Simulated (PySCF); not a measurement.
**From computed data to an observable: dipole moment from atomic charges**

AlF2GeH3, SMILES [F][Al]([F])[GeH3]. Atoms are numbered in the order given.

```xyz
7

Al     0.5194    -0.5744     0.7544
F      2.1289    -0.9574     0.6308
F     -0.2651    -1.1377     2.1037
Ge    -0.6492     0.7280    -0.9511
H     -1.5309     1.8066    -0.2973
H      0.3451     1.4101    -1.9054
H     -1.5662    -0.1900    -1.7809
```
Charge 0, spin multiplicity 1.

Geometry: PBE0-D3(BJ)/def2-SVP.

Charges (e) from ωB97X/def2-TZVP (PySCF):

```json
[
 {"atom": "Al1", "Mulliken": "0.773", "IAO": "1.273"},
 {"atom": "F2", "Mulliken": "-0.341", "IAO": "-0.571"},
 {"atom": "F3", "Mulliken": "-0.342", "IAO": "-0.572"},
 {"atom": "Ge4", "Mulliken": "-0.176", "IAO": "0.069"},
 {"atom": "H5", "Mulliken": "0.029", "IAO": "-0.066"},
 {"atom": "H6", "Mulliken": "0.032", "IAO": "-0.067"},
 {"atom": "H7", "Mulliken": "0.025", "IAO": "-0.065"}
]
```

The dipole moment of the full density is 1.83 D.

Problem. What dipole moment does each set of point charges give, and which comes closer to that of the density?

Solution. 
μ = Σ q r, and 1 e Å = 4.8032 D.
Mulliken: Σ q r = (-0.192, 0.236, -0.298) e Å, |μ| = 2.05 D.
IAO: Σ q r = (-0.268, 0.315, -0.406) e Å, |μ| = 2.78 D.
Mulliken comes closer in size. Point charges leave out the atoms' own dipoles (lone pairs, polarised bonds); fits to the potential absorb them, partitions of the density don't.
